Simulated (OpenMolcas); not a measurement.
W4+ among 6 point charges of -1 e arranged as a trigonal prism (D3h), with a polar angle of 56.0° against the regular 49.1°.

```
Program             : OpenMolcas
Method              : SS-CASPT2, IPEA 0.25 Eh, imaginary shift 0.1 Eh (closed shells correlated: 4f 5s 5p)
Basis               : ANO-RCC-VDZP [7s6p4d2f1g]
Scalar Hamiltonian  : DKH2, point nucleus
Active space        : 2 electrons in 5 orbitals (5d)
State averaging     : 2S+1 = 3 even, 10 roots; 2S+1 = 1 even, 15 roots
Spin-orbit coupling : state interaction with AMFI integrals over the reference wave functions
```

All point charges move together. At R = 1.72 Å the first state of the same spin is 7330 cm-1, and at R = 1.9 Å it is 4660 cm-1.

Problem. A third run gives 5690 cm-1. What distance was it run at?

Solution. With a power law R^-n the two known points give n = -ln(4660 / 7330) / ln(1.9 / 1.72) = 4.55. Then R = 1.72 × (7330 / 5690)^(1/4.55) = 1.818 Å. The run was at 1.82 Å, so the estimate is off by -0.002 Å.

Roots that are degenerate in the reference are averaged as groups; the widest CASPT2 spread within a group is 85 cm-1 (the 2-fold group of multiplicity 3 near 0 cm-1 above the lowest state of its run, R = 1.72). Shifts and gaps below about the spread of the groups concerned are not significant. An orbital doublet at a regular site is open to a Jahn-Teller distortion, which this geometry leaves out. Free-ion shares, where given, are those of the reference states; single-state CASPT2 does not remix them. Point charges carry no covalency, so the field is a model and not that of real ligands. No measured value stands beside these numbers.
